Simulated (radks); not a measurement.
Coulomb parameter of the 4d shell of the silver ion Ag2+ in the model configuration [Kr] 4d7 5p2, as a second difference U = [E(n + 0.25) + E(n - 0.25) - 2 E(n)] / (0.25)^2 with all orbitals relaxed. "Bare": the charge of the atom changes with n. "Screened": the 5p shell takes up the change at fixed total charge, which measures U(4d,4d) + U(5p,5p) - 2 U(4d,5p). Calculated with a radial shooting solver on a logarithmic mesh with Libxc functionals: Dirac Kohn-Sham, PBE, spin-unpolarised, spherical densities, point nucleus; open shells are shared between the two j in proportion to 2j + 1.

start: configuration [Kr] 4d7 5p2; E - E(n) (eV) 0.000
bare +0.25: configuration [Kr] 4d7.25 5p2; E - E(n) (eV) -9.461
bare -0.25: configuration [Kr] 4d6.75 5p2; E - E(n) (eV) 10.376
screened +0.25: configuration [Kr] 4d7.25 5p1.75; E - E(n) (eV) -5.245
screened -0.25: configuration [Kr] 4d6.75 5p2.25; E - E(n) (eV) 5.470

U(bare) = 14.651 eV, U(screened by 5p) = 3.612 eV.
